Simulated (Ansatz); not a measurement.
All values below come from B3LYP-D3(BJ)/def2-TZVP (Ansatz, an electronic-structure program). No frequencies were computed at this level.

Ansatz 0.2 input:
```yaml
crystal:
  periodic: [false, false, false]
  atoms:
    - { symbol: N, position_ang: [0.013313, 1.635412, 0.025165] }
    - { symbol: B, position_ang: [0.278625, 0.254887, 0.004367] }
    - { symbol: N, position_ang: [1.625721, -0.147465, -0.023599] }
    - { symbol: Si, position_ang: [-1.17445, -1.063259, 0.003418] }
    - { symbol: H, position_ang: [-0.911791, 2.02417, 0.047609] }
    - { symbol: H, position_ang: [0.731549, 2.341091, 0.020013] }
    - { symbol: H, position_ang: [2.398951, 0.496883, -0.033028] }
    - { symbol: H, position_ang: [1.920498, -1.106664, -0.038527] }
    - { symbol: H, position_ang: [-2.504461, -0.51386, 0.33153] }
    - { symbol: H, position_ang: [-1.380925, -1.742732, -1.290722] }
    - { symbol: H, position_ang: [-0.997032, -2.178462, 0.953772] }
basis:
  gaussian: { orbitals: def2-tzvp }
hamiltonian:
  xc: b3lyp
  dispersion: d3bj
relax:
  max_steps: 150
```

Output:

```
Functional definition: B3LYP
1048 factors; their error is unknown
mean field evaluation 1: about -11640.0764 eV, gradient 8.2e1 eV
mean field evaluation 2: about -11623.6162 eV, gradient 1.1e2 eV
mean field evaluation 4: about -11652.6425 eV, gradient 3.1e0 eV
mean field evaluation 8: about -11652.6907 eV, gradient 2.8e-1 eV
mean field evaluation 16: about -11652.6908 eV, gradient 1.1e-5 eV
mean field -11652.69084550 eV, -428.2284900946 hartree, gradient 1.1e-5 eV, S^2 0.000000; 0 other end points of the search recorded, 0 dependent functions left out
reference -11652.69111997 eV, -428.2285001812 hartree; 20, 20 occupied and 152, 152 virtual orbitals, 1048 factors
relax step   1: F+E_penalty+E_count = -11653.05063361 eV  Δ(F+E_penalty+E_count) = +0.000e0 eV  max|allowed force component| = 8.547e-1 eV/Å  Δτ_max = 0.0000 Å  (27 SCF iters, accepted)
these checks for a lower state are left out or cut short: starts, cluster_reference, orbital_swaps, neighbouring_geometries, increment
1048 factors; their error is unknown
mean field -11652.75659291 eV, -428.2309062673 hartree, gradient 1.3e-5 eV, S^2 0.000000; 0 other end points of the search recorded, 0 dependent functions left out
reference -11652.75686707 eV, -428.2309163426 hartree; 20, 20 occupied and 152, 152 virtual orbitals, 1048 factors
relax step   2: F+E_penalty+E_count = -11653.11525882 eV  Δ(F+E_penalty+E_count) = -6.463e-2 eV  max|allowed force component| = 2.974e-1 eV/Å  Δτ_max = 0.0645 Å  (31 SCF iters, accepted)
these checks for a lower state are left out or cut short: starts, cluster_reference, orbital_swaps, neighbouring_geometries, increment
1048 factors; their error is unknown
mean field -11652.76641892 eV, -428.2312673666 hartree, gradient 1.3e-5 eV, S^2 0.000000; 0 other end points of the search recorded, 0 dependent functions left out
reference -11652.76669391 eV, -428.2312774722 hartree; 20, 20 occupied and 152, 152 virtual orbitals, 1048 factors
relax step   3: F+E_penalty+E_count = -11653.12288228 eV  Δ(F+E_penalty+E_count) = -7.623e-3 eV  max|allowed force component| = 4.336e-2 eV/Å  Δτ_max = 0.0237 Å  (31 SCF iters, accepted)
these checks for a lower state are left out or cut short: starts, cluster_reference, orbital_swaps, neighbouring_geometries, increment
1048 factors; their error is unknown
mean field evaluation 32: about -11652.7400 eV, gradient 4.3e-3 eV
mean field -11652.76294133 eV, -428.2311395675 hartree, gradient 1.4e-5 eV, S^2 0.000000; 0 other end points of the search recorded, 0 dependent functions left out
reference -11652.76321588 eV, -428.2311496571 hartree; 20, 20 occupied and 152, 152 virtual orbitals, 1048 factors
relax step   4: F+E_penalty+E_count = -11653.12061672 eV  Δ(F+E_penalty+E_count) = +2.266e-3 eV  max|allowed force component| = 2.482e-1 eV/Å  Δτ_max = 0.0321 Å  (30 SCF iters, rejected (line search))
these checks for a lower state are left out or cut short: starts, cluster_reference, orbital_swaps, neighbouring_geometries, increment
1048 factors; their error is unknown
mean field -11652.76667409 eV, -428.2312767438 hartree, gradient 1.4e-5 eV, S^2 0.000000; 0 other end points of the search recorded, 0 dependent functions left out
reference -11652.76694893 eV, -428.2312868440 hartree; 20, 20 occupied and 152, 152 virtual orbitals, 1048 factors
relax step   5: F+E_penalty+E_count = -11653.12354359 eV  Δ(F+E_penalty+E_count) = -6.613e-4 eV  max|allowed force component| = 2.110e-2 eV/Å  Δτ_max = 0.0156 Å  (30 SCF iters, accepted)
these checks for a lower state are left out or cut short: starts, cluster_reference, orbital_swaps, neighbouring_geometries, increment
1048 factors; their error is unknown
mean field -11652.76673283 eV, -428.2312789026 hartree, gradient 1.3e-5 eV, S^2 0.000000; 0 other end points of the search recorded, 0 dependent functions left out
reference -11652.76700765 eV, -428.2312890020 hartree; 20, 20 occupied and 152, 152 virtual orbitals, 1048 factors
relax step   6: F+E_penalty+E_count = -11653.12365309 eV  Δ(F+E_penalty+E_count) = -1.095e-4 eV  max|allowed force component| = 4.859e-3 eV/Å  Δτ_max = 0.0073 Å  (31 SCF iters, accepted)
1048 factors; their error is unknown
mean field evaluation 64: about -11652.7667 eV, gradient 2.5e-3 eV
mean field -11652.76673283 eV, -428.2312789026 hartree, gradient 5.8e-5 eV, S^2 0.000000; 1 other end points of the search recorded, 0 dependent functions left out
reference -11652.76700765 eV, -428.2312890020 hartree; 20, 20 occupied and 152, 152 virtual orbitals, 1048 factors
Total energy: -11653.12392791 eV, -428.2444055795 hartree
Atom 0 at    -0.009743     1.649569     0.021843 Å, force    -0.001896    -0.001343     0.001279 eV/Å
Atom 1 at     0.309701     0.272680     0.005311 Å, force     0.004858    -0.000989    -0.002069 eV/Å
Atom 2 at     1.652765    -0.167925    -0.025069 Å, force    -0.002890     0.000833     0.004399 eV/Å
Atom 3 at    -1.198433    -1.083313     0.001759 Å, force    -0.000649     0.001116     0.000329 eV/Å
Atom 4 at    -0.954429     1.987044     0.057297 Å, force     0.000324    -0.000364    -0.000619 eV/Å
Atom 5 at     0.676395     2.387768     0.010045 Å, force    -0.000586    -0.000143    -0.000567 eV/Å
Atom 6 at     2.447109     0.452094    -0.037806 Å, force     0.000389    -0.000262    -0.001268 eV/Å
Atom 7 at     1.910512    -1.137943    -0.022123 Å, force     0.001256     0.000676    -0.000978 eV/Å
Atom 8 at    -2.501095    -0.450549     0.345670 Å, force     0.000087     0.000909     0.000580 eV/Å
Atom 9 at    -1.365343    -1.723604    -1.331258 Å, force    -0.000909    -0.000195    -0.000558 eV/Å
Atom 10 at    -0.967443    -2.185819     0.974331 Å, force     0.000016    -0.000238    -0.000528 eV/Å
Dipole moment:     0.379341     0.342135     0.004792 e Å
```

Cost: around 40 core-seconds (rough).
